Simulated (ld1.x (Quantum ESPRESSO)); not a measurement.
## Before and after: TM potential for I (Z = 53)

iodine, norm-conserving Troullier–Martins (Kleinman–Bylander form), made with ld1.x (Quantum ESPRESSO) 7.5 (PBE, scalar-relativistic). Core [Kr], reference 4d10 5s2 5p5. Waves: 5p (bound): rc 1.95 bohr; 4d (bound): rc 1.20 bohr; 5s (bound): rc 1.75 bohr. Local part: the s channel. Core correction: Bessel-smoothed model core inside 1.20 bohr.

Change: wave 5s (bound): rc 1.75 bohr becomes 5s (bound): rc 2.06 bohr.

Cutoffs: the cutoffs (Ry, on a coarse ladder) from which the occupation-weighted sum of valence levels, in a spherical-Bessel basis at the reference potential, stays within 10 and 1 mRy of its value at 400 Ry; they do not see the model core or the augmentation charge, which bear on the density cutoff. Errors are all-electron minus pseudo energies relative to the spin-unpolarised reference configuration.

Task: What does the change do?

Result: The potential gets neither clearly harder nor softer (120 Ry and 200 Ry → 120 Ry and 200 Ry); the d channel sets the loose cutoff, while the largest relative change is in s, which becomes softer; the number of tests that count goes from 7 to 6; of the 6 tests that both files solve, the error grows in 4 and shrinks in 1 by more than 15 % and 0.3 meV (median size 5.2 → 9.9 meV); neither file shows a bound ghost at the reference potential, the only one tested.

```tsv
quantity	base	changed
cutoff, loose	120 Ry	120 Ry
cutoff, tight	200 Ry	200 Ry
loose cutoff by channel (10 mRy a level)	p 15 Ry, d 100 Ry, s 25 Ry	p 15 Ry, d 100 Ry, s 21 Ry
bound ghosts	none	none
tests counted (converged, no solver errors)	7 of 7	6 of 7
error for 4d10 5s2 5p4, meV [ΔE 11.13 eV]	-1.1	-0.7
error for 4d10 5s2 5p3, meV [ΔE 30.98 eV]	+1.5	+3.7
error for 4d10 5s2 5p2, meV [ΔE 60.31 eV]	+8.8	+16
error for 4d10 5s1 5p5, meV [ΔE 22.11 eV]	-0.9	-3.4
error for 4d9 5s2 5p5, meV [ΔE 58.25 eV]	-513	-472
error for 4d10 5s2 5p1, meV [ΔE 99.73 eV]	+19	+36
```

Changed file: Tests not counted: 4d9 5s2 5p6 (solver errors, printed error -555 meV).
